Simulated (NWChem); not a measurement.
System: CH₄BClO; SMILES CB(Cl)O

Here is an NWChem input.

```
start job
memory heap 200 mb stack 900 mb global 1100 mb
geometry units angstroms noautosym nocenter noautoz
  B      0.097110    -0.443373    -0.001260
  Cl    -0.070548     1.339058     0.001135
  C     -1.171569    -1.352848    -0.001085
  H     -1.780986    -1.156594     0.896111
  H     -0.912108    -2.420408    -0.026971
  H     -1.814901    -1.118988    -0.864457
  O      1.337523    -0.965340    -0.000530
  H      2.030665    -0.295000     0.001737
end
basis spherical
  B library pcsseg-1
  Cl library pcsseg-1
  C library pcsseg-1
  H library pcsseg-1
  O library pcsseg-1
end
dft
  xc pbe0
  iterations 150
end
property
  shielding
end
task dft property
```

Parts of the log:

```
             Northwest Computational Chemistry Package (NWChem) 7.3.0
             --------------------------------------------------------

                             Geometry "geometry" -> ""
                             -------------------------

 Output coordinates in angstroms (scale by  1.889725989 to convert to a.u.)

  No.       Tag          Charge          X              Y              Z
 ---- ---------------- ---------- -------------- -------------- --------------
    1 B                    5.0000     0.09711000    -0.44337300    -0.00126000
    2 Cl                  17.0000    -0.07054800     1.33905800     0.00113500
    3 C                    6.0000    -1.17156900    -1.35284800    -0.00108500
    4 H                    1.0000    -1.78098600    -1.15659400     0.89611100
    5 H                    1.0000    -0.91210800    -2.42040800    -0.02697100
    6 H                    1.0000    -1.81490100    -1.11898800    -0.86445700
    7 O                    8.0000     1.33752300    -0.96534000    -0.00053000
    8 H                    1.0000     2.03066500    -0.29500000     0.00173700

 Effective nuclear repulsion energy (a.u.)     142.0902682423

                              NWChem Property Module
                              ----------------------

  itol2e modified to match energy
  convergence criterion.

                                 NWChem DFT Module
                                 -----------------

 Summary of "ao basis" -> "ao basis" (spherical)
 ------------------------------------------------------------------------------
       Tag                 Description            Shells   Functions and Types
 ---------------- ------------------------------  ------  ---------------------
 B                          pcsseg-1                 7       17   3s3p1d
 Cl                         pcsseg-1                10       24   4s5p1d
 C                          pcsseg-1                 7       17   3s3p1d
 H                          pcsseg-1                 3        5   2s1p
 O                          pcsseg-1                 7       17   3s3p1d

  itol2e modified to match energy
  convergence criterion.

            General Information
            -------------------
          SCF calculation type: DFT
          Wavefunction type:  closed shell.
          No. of atoms     :     8
          No. of electrons :    40
           Alpha electrons :    20
            Beta electrons :    20
          Charge           :     0
          Spin multiplicity:     1
          Use of symmetry is: off; symmetry adaption is: off
          Maximum number of iterations: 150
          AO basis - number of functions:    95
                     number of shells:    43
          Convergence on energy requested:  1.00D-07
          Convergence on density requested:  1.00D-05
          Convergence on gradient requested:  5.00D-04

              XC Information
              --------------
                         PBE0 Method XC Functional
                     Hartree-Fock (Exact) Exchange  0.250
          PerdewBurkeErnzerhof Exchange Functional  0.750
            Perdew 1991 LDA Correlation Functional  1.000 local
           PerdewBurkeErnz. Correlation Functional  1.000 non-local

             Grid Information
             ----------------
          Grid used for XC integration:  fine
          Radial quadrature: Mura-Knowles
          Angular quadrature: Lebedev.
          Tag              B.-S. Rad. Rad. Pts. Rad. Cut. Ang. Pts.
          ---              ---------- --------- --------- ---------
          B                   0.85       70           9.0       590
          Cl                  1.00      123          11.0       770
          C                   0.70       70          10.0       590
          H                   0.35       60          11.0       590
          O                   0.60       70          10.0       590
          Grid pruning is: on
          Number of quadrature shells:   573
          Spatial weights used:  Erf1

[...]

          -----------------------------------------
          Chemical Shielding Tensors (GIAO, in ppm)
          -----------------------------------------

                                NWChem CPHF Module
                                ------------------

  scftype          =     RHF
  nclosed          =       20
  nopen            =        0
  variables        =     1500
  # of vectors     =        3
  tolerance        = 0.10D-03
  level shift      = 0.00D+00
  max iterations   =       50
  max subspace     =       30

 SCF residual:    5.7357646304060441E-005

Iterative solution of linear equations
  No. of variables     1500
  No. of equations        3
  Maximum subspace       30
        Iterations       50
       Convergence  1.0D-04

   iter   nsub   residual    time
   ----  ------  --------  ---------
     1      3    5.45D-01      21.5
     2      6    2.70D-02      24.7
     3      9    9.28D-04      27.9
     4     12    3.78D-05      31.1

      Atom:    1  B
        Diamagnetic
    199.1058      0.4741      0.0272
      0.4741    205.2934      0.0349
      0.0272      0.0349    178.8507

        Paramagnetic
   -145.3687     15.9631     -0.0986
     15.9631   -173.2211     -0.0870
     -0.0986     -0.0870    -93.2874

        Total Shielding Tensor
     53.7371     16.4371     -0.0714
     16.4371     32.0723     -0.0521
     -0.0714     -0.0521     85.5633

           isotropic =      57.1242
          anisotropy =      42.6591

          Principal Components and Axis System
                 1           2           3
               85.5637     62.5899     23.2192

      1        -0.0033      0.8804     -0.4742
      2        -0.0020      0.4742      0.8804
      3         1.0000      0.0038      0.0002

      Atom:    2  Cl
        Diamagnetic
   1146.2245     -0.5183      0.0034
     -0.5183   1153.6937      0.0081
      0.0034      0.0081   1145.1343

        Paramagnetic
   -583.3987     30.2437      0.2156
     30.2437   -184.9914      0.4430
      0.2156      0.4430   -306.8760

        Total Shielding Tensor
    562.8258     29.7255      0.2191
     29.7255    968.7022      0.4511
      0.2191      0.4511    838.2582

           isotropic =     789.9288
          anisotropy =     271.4108

          Principal Components and Axis System
                 1           2           3
              970.8693    838.2567    560.6602

      1         0.0727      0.0004      0.9974
      2         0.9974     -0.0036     -0.0727
      3         0.0035      1.0000     -0.0007

      Atom:    3  C
        Diamagnetic
    255.4218      5.4889      0.0573
      5.4889    255.2803      0.0303
      0.0573      0.0303    248.7469

        Paramagnetic
    -81.4449      8.3010      0.3632
      8.3010    -67.5295      0.0928
      0.3632      0.0928    -72.3972

        Total Shielding Tensor
    173.9768     13.7899      0.4205
     13.7899    187.7508      0.1231
      0.4205      0.1231    176.3497

           isotropic =     179.3591
          anisotropy =      25.3861

          Principal Components and Axis System
                 1           2           3
              196.2832    176.3523    165.4420

      1         0.5260      0.0142      0.8504
      2         0.8503     -0.0280     -0.5255
      3         0.0163      0.9995     -0.0268

      Atom:    4  H
        Diamagnetic
     30.9454      1.3368     -8.0107
      1.3368     25.6001      0.7621
     -8.0107      0.7621     32.1922

        Paramagnetic
     -0.2734     -0.7405      3.4400
     -0.7405      3.2090     -0.5535
      3.4400     -0.5535     -0.0011

        Total Shielding Tensor
     30.6721      0.5963     -4.5706
      0.5963     28.8090      0.2086
     -4.5706      0.2086     32.1910

           isotropic =      30.5574
          anisotropy =       8.2719

          Principal Components and Axis System
                 1           2           3
               36.0720     28.9625     26.6377

      1        -0.6478      0.1806      0.7401
      2        -0.0313      0.9644     -0.2627
      3         0.7612      0.1934      0.6190

      Atom:    5  H
        Diamagnetic
     26.0831     -0.3963     -0.0324
     -0.3963     40.7924      0.3730
     -0.0324      0.3730     23.3344

        Paramagnetic
      2.2671      0.1214      0.0251
      0.1214     -3.5044     -0.1434
      0.0251     -0.1434      2.9206

        Total Shielding Tensor
     28.3502     -0.2749     -0.0073
     -0.2749     37.2880      0.2296
     -0.0073      0.2296     26.2550

           isotropic =      30.6311
          anisotropy =      10.0052

          Principal Components and Axis System
                 1           2           3
               37.3012     28.3418     26.2502

      1        -0.0307      0.9995      0.0007
      2         0.9993      0.0307     -0.0208
      3         0.0208     -0.0001      0.9998

      Atom:    6  H
        Diamagnetic
     31.5368      0.9947      8.0746
      0.9947     25.7598     -1.1025
      8.0746     -1.1025     31.4906

        Paramagnetic
     -0.5612     -0.5562     -3.4431
     -0.5562      3.1595      0.6818
     -3.4431      0.6818      0.2872

        Total Shielding Tensor
     30.9756      0.4385      4.6314
      0.4385     28.9193     -0.4207
      4.6314     -0.4207     31.7778

           isotropic =      30.5576
          anisotropy =       8.2019

          Principal Components and Axis System
                 1           2           3
               36.0255     29.0764     26.5708

      1         0.6758      0.1859      0.7132
      2        -0.0019      0.9681     -0.2504
      3         0.7371     -0.1679     -0.6546

      Atom:    7  O
        Diamagnetic
    407.9026     -1.1972      0.0576
     -1.1972    385.7669      0.0322
      0.0576      0.0322    373.3019

        Paramagnetic
   -276.5451    -74.9672      0.0171
    -74.9672   -320.8179     -0.3033
      0.0171     -0.3033   -136.3900

[...]
```

Level: PBE0/pcSseg-1, GIAO. The geometry was optimised at PBE0/def2-SVP. The printed shielding anisotropy is the first printed principal value minus the mean of the other two.
